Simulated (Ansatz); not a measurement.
A nudged elastic band was laid between two geometries of CH3 + CH4ClGa (11 atoms, charge 0, multiplicity 2).

Computed with UKS PBE/def2-SVP (Ansatz).

```
movable images  : 5
climbing image  : yes
spring          : 5.0 eV/Å²
optimiser       : quadratic models (default)
start path      : straight line
force threshold : 0.03 eV/Å
iteration limit : 60
end points      : relaxed
```

First end point:

```xyz
11
Properties=species:S:1:pos:R:3
Ga -0.118 0.002 -0.189
H 0.060 0.000 1.380
Cl 1.768 -0.001 -1.294
C -1.756 0.002 -1.282
H -2.341 -0.918 -1.077
H -2.392 0.869 -1.010
H -1.515 0.048 -2.361
C 0.102 -0.001 3.999
H -0.489 -0.925 4.055
H 1.198 -0.052 3.945
H -0.399 0.975 4.051
```

Last end point:

```xyz
11
Properties=species:S:1:pos:R:3
Ga -0.094 -0.007 -0.534
H 0.202 0.008 2.762
Cl 1.755 -0.015 -1.748
C -1.833 -0.008 -1.576
H -2.381 -0.943 -1.345
H -2.441 0.862 -1.262
H -1.587 0.048 -2.654
C 0.140 0.012 3.868
H -0.447 -0.861 4.208
H 1.159 -0.040 4.293
H -0.354 0.943 4.205
```

(1) Which bonds break or form, and what moves?

(2) Give the energies along the band, and the barrier.

(3) What is the geometry of the highest image?

Answers

(1) Bonds broken: Ga1–H2. Bonds formed: H2–C8. CH3 + CH4ClGa becomes CH3ClGa + CH4.

(2) The run converged. The highest image is number 1 of 0 to 6, 0.1 kcal/mol above the first end and 33.3 kcal/mol above the last; the last end lies 33.2 kcal/mol below the first. The top lies less than 8 meV above the higher end, about what the thresholds resolve: that end is a shoulder or a very shallow well. Another band between the same ends (5 images) ends at a top of the same energy, where a vibrational analysis finds 1 clearly imaginary mode.

```
image  path coordinate (Å)  energy (kcal/mol)  Ga1–H2 (Å)  H2–C8 (Å)
    0                 0.00                0.0        1.58       2.62
    1                 0.58                0.1        1.60       2.18
    2                 1.04               -7.5        1.94       1.54
    3                 1.51              -31.5        2.47       1.12
    4                 1.97              -32.6        2.77       1.11
    5                 2.44              -33.1        3.05       1.11
    6                 2.90              -33.2        3.31       1.11
```

(3) 
```xyz
11
Properties=species:S:1:pos:R:3
Ga -0.121 0.000 -0.040
H 0.029 0.000 1.551
Cl 1.787 -0.006 -1.117
C -1.734 0.001 -1.177
H -2.316 -0.926 -0.997
H -2.382 0.862 -0.915
H -1.461 0.058 -2.248
C 0.077 0.002 3.728
H -0.516 -0.916 3.837
H 1.173 -0.055 3.762
H -0.417 0.978 3.831
```

Run time: 87 s on 4 threads of Intel(R) Xeon(R) CPU @ 2.80GHz (Skylake/Cascade Lake), with other jobs on the host, peak memory 0.22 GiB.
